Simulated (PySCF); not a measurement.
# Where the electron goes

Compound: H₇P₃Si₂.
Cartesian coordinates in Å at the GFN2-xTB level; atoms count from 1:
```xyz
12
H7P3Si2 angstrom
P      2.4557    0.8092   -0.1072
Si     0.7229   -0.5700    0.3012
P     -0.5950   -0.9838   -1.5055
Si    -2.1782   -0.0542   -0.1848
P     -0.8863    0.3366    1.6294
H      3.2137   -0.1813   -0.7023
H      3.0239    0.5915    1.1336
H      1.0562   -1.8826    0.8788
H     -0.2710    0.1821   -2.1743
H     -3.1815   -1.0616    0.1457
H     -2.7580    1.1622   -0.7483
H     -0.6012    1.6512    1.3078
```

Computed with TDDFT PBE0/def2-SVPD, vertical, gas phase, core orbitals frozen in the response in PySCF.

Frontier orbitals with the atoms that hold most of them (Löwdin shares over 4%, at most four atoms; ? is withheld):

```tsv
orbital	ε (eV)	atoms
HOMO-3	-8.28	P3 24%, P5 24%, P1 17%, Si4 9%
HOMO-2	-7.95	P1 24%, Si2 16%, P3 12%, P5 12%
HOMO-1	-7.81	?
HOMO	-6.58	P5 38%, P3 38%, Si2 8%, Si4 8%
LUMO	?	?
LUMO+1	-0.83	Si4 21%, Si2 20%, P5 15%, P3 14%
LUMO+2	-0.67	Si2 19%, P5 19%, P3 18%, Si4 18%
```

Give the leading atoms of the LUMO.

P1 (bonded to Si and 2 H) 17%; Si4 (bonded to 2 P and 2 H) 16%; P3 (bonded to 2 Si and H) 16%; P5 (bonded to 2 Si and H) 15%. By element: phosphorus 47%, silicon 16% or more.

Give the leading atoms of the HOMO-1.

P1 (bonded to Si and 2 H) 38%; Si2 (bonded to 3 P and H) 17%; P5 (bonded to 2 Si and H) 10%; P3 (bonded to 2 Si and H) 10%. By element: phosphorus 59%, silicon 17% or more.

What is the LUMO energy, and the HOMO–LUMO gap?

ε(LUMO) = -0.96 eV; the gap is 5.62 eV (0.2065 hartree).

The HOMO–LUMO gap is 5.62 eV. Where does the response calculation put the lowest singlet, and from which orbitals?

S1 is at 4.40 eV (f = 0.0037), 1.22 eV below the gap, made of HOMO→LUMO (98%). 

Give energy, strength and leading configuration of S1, S2 and S4, and follow the Löwdin shares of the leading atoms from the occupied to the empty orbital.

- S1 (4.40 eV, f 0.0037), HOMO→LUMO (98%): P5 38% → 15%, P3 38% → 16%, P1 at most 8% → 17%, Si4 8% → 16%
- S2 (4.61 eV, f 0.0032), HOMO→LUMO+1 (99%): P5 38% → 15%, P3 38% → 14%, Si4 8% → 21%, Si2 8% → 20%
- S4 (5.66 eV, f 0.0005), HOMO-1→LUMO+1 (71%): P1 38% → at most 15%, Si2 17% → 20%, Si4 at most 11% → 21%

Löwdin shares depend on the basis, the more so with diffuse functions.

One conformer stands for the species.
